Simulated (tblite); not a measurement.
Compound: C5H8F3Si (doublet state).
Numbering: `[F:1][CH:2]([F:3])[C@@H:4]1[CH:5][CH2:6][Si@@H:7]([F:8])[CH2:9]1` (hydrogens: H10 on C2; H11 on C4; H12 on C5; H13, H14 on C6; H15 on Si7; H16, H17 on C9)

Geometry (GFN2-xTB, Å), atoms numbered from 1 in this order:
```xyz
17
C5H8F3Si angstrom
F     -1.4584    1.2516    0.7436
C     -1.8408    0.3663   -0.2113
F     -2.8211   -0.3856    0.3424
C     -0.6534   -0.5091   -0.6634
C     -0.1065   -1.2666    0.4899
C      0.9904   -0.6461    1.2668
Si     1.5166    0.8731    0.2531
F      3.0819    0.7813   -0.1582
C      0.4365    0.4049   -1.2419
H     -2.2920    0.9440   -1.0339
H     -1.0707   -1.1858   -1.4194
H     -0.6154   -2.1449    0.8452
H      0.6462   -0.3916    2.2757
H      1.8079   -1.3595    1.4195
H      1.3523    2.1957    0.8217
H      1.0246   -0.1602   -1.9652
H     -0.0053    1.2445   -1.7744
```

Computed with GFN2-xTB (tblite): harmonic, unscaled wavenumbers at the GFN2-xTB geometry, gas phase. Errors from tens to a few hundred cm⁻¹ against measured bands are possible. Modes of hydrogen on silicon can be 10 to 20 % off. One conformer, not necessarily the lowest. Open shells enter through the occupations alone, without spin polarisation, and single modes of such species can be off by tens of per cent.

Harmonic wavenumbers (cm⁻¹): 30.6, 59.8, 74.6, 154.7, 185.6, 213.7, 246.2, 338.8, 399.2, 444.3, 490.7, 566.2, 599.6, 642.5, 673.0, 712.8, 722.7, 761.9, 812.1, 822.6, 855.2, 953.6, 1013.8, 1030.7, 1043.3, 1077.7, 1110.8, 1142.9, 1196.2, 1223.9, 1234.3, 1254.0, 1280.3, 1295.3, 1323.5, 1433.6, 1470.4, 2387.9, 2869.9, 2876.1, 2906.7, 2922.4, 2993.6, 3016.3, 3120.4.

A = 2930, B = 852.0, C = 819.5 MHz; mass 153.035 u (most abundant isotopes); point group C1, symmetry number 1; spin multiplicity 2.

Task: Zero-point energy?

Result: ½Σν̃ = 25992 cm⁻¹ = 310.94 kJ/mol.

Task: What is S at 298.15 K and 1 bar for an ideal gas of classical rigid rotors and harmonic oscillators?

Result: Translation 171.60, rotation 123.19, vibration 127.48, spin (R ln 2) 5.76: S = 428.0 J/(mol K).

Task: And Cp and H(298.15 K) − H(0)?

Result: Cp = 161.82 J/(mol K), of which vibrations give 128.56 (their classical limit is 45 R = 374.2); H(298.15 K) − H(0) = 29.20 kJ/mol without the zero-point energy, 19.28 from vibrations.

Task: What must be added to the electronic energy to get the Gibbs energy at 298.15 K and 1 bar?

Result: ZPE + [H(298.15 K) − H(0)] − T·S = 310.94 + 29.20 − 127.61 = 212.53 kJ/mol.

Task: Blend soft modes into free rotors: weight 1/[1 + (100 cm⁻¹/ν̃)⁴] for the oscillator and the rest for a rotor with moment μB/(μ + B), μ = h/(8π²ν), B = 10⁻⁴⁴ kg m². What vibrational entropy results?

Result: 113.24 J/(mol K) in place of 127.48, which changes −T·S at 298.15 K by +4.24 kJ/mol.

Task: How do the functions run with temperature in this model?

Result: 
| T (K) | S (J/(mol K)) | Cp (J/(mol K)) | H − H(0) (kJ/mol) | G − H(0) (kJ/mol) | ln q(vib) |
| --- | --- | --- | --- | --- | --- |
| 50 | 259.9 | 57.5 | 2.24 | -10.76 | 0.88 |
| 100 | 306.3 | 78.2 | 5.64 | -24.99 | 2.28 |
| 373.15 | 467.7 | 192.5 | 42.51 | -132.02 | 9.51 |
| 500 | 530.3 | 234.9 | 69.75 | -195.38 | 12.78 |
| 750 | 636.8 | 289.4 | 135.91 | -341.70 | 18.96 |
| 1000 | 725.0 | 322.8 | 212.75 | -512.25 | 24.62 |

q(vib) and H(0) count from the zero-point level.

Hindered rotation and anharmonicity are outside this model. Other conformers, if any are populated, would add a mixing term that is left out. The structure is chiral; the term R ln 2 for an equal mix with its mirror image is left out.
